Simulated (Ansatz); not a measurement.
Geometry optimisation, RKS PBE0/STO-3G (Ansatz 0.2.0).

Input file:

```yaml
crystal:
  periodic: [false, false, false]
  atoms:
    - { symbol: C, position_ang: [-0.2186, 0.4245, 1.3293] }
    - { symbol: C, position_ang: [0.5726, -0.0624, 0.4297] }
    - { symbol: F, position_ang: [0.08918, -0.24641, -0.79198] }
    - { symbol: Al, position_ang: [2.44295, -0.5505, 0.71429] }
    - { symbol: Cl, position_ang: [3.33827, -0.22312, 2.78431] }
    - { symbol: H, position_ang: [0.0637, 0.6843, 2.3303] }
    - { symbol: H, position_ang: [-1.2633, 0.7105, 1.0479] }
    - { symbol: H, position_ang: [3.36432, -1.10628, -0.43364] }
basis:
  gaussian: { orbitals: STO-3G }
hamiltonian:
  xc: pbe0
relax:
  f_tol: 0.015
  max_steps: 40
```

Launched with:

```bash
$ ansatz run input.yaml --threads 1 --pin off --max-ram 2048MiB --backend cpu --events-out ev --progress --plain --runs-dir out
```

Question: Where does it end, and by what steps?

Answer: It converged. Limits of this set-up: minimal basis. After 8 steps the energy has fallen by 0.675 eV; Cl5 moved furthest, 0.29 Å.

```csv
step,energy less start (eV),largest force component (eV/Å),accepted
0,0.0000,4.042,yes
1,-0.6343,0.953,yes
2,-0.6288,0.848,no
3,-0.6634,0.214,yes
4,-0.6697,0.168,yes
5,-0.6741,0.167,yes
6,-0.6750,0.055,yes
7,-0.6751,0.019,yes
8,-0.6751,0.001,yes
```

```xyz
8
Properties=species:S:1:pos:R:3
C -0.184 0.447 1.342
C 0.602 -0.068 0.376
F 0.074 -0.266 -0.879
Al 2.429 -0.531 0.696
Cl 3.090 -0.180 2.636
H 0.210 0.615 2.348
H -1.231 0.718 1.174
H 3.398 -1.103 -0.283
```

Run time: 21 s on 1 thread of Arm Neoverse V1, on a shared host, peak memory 0.14 GiB.
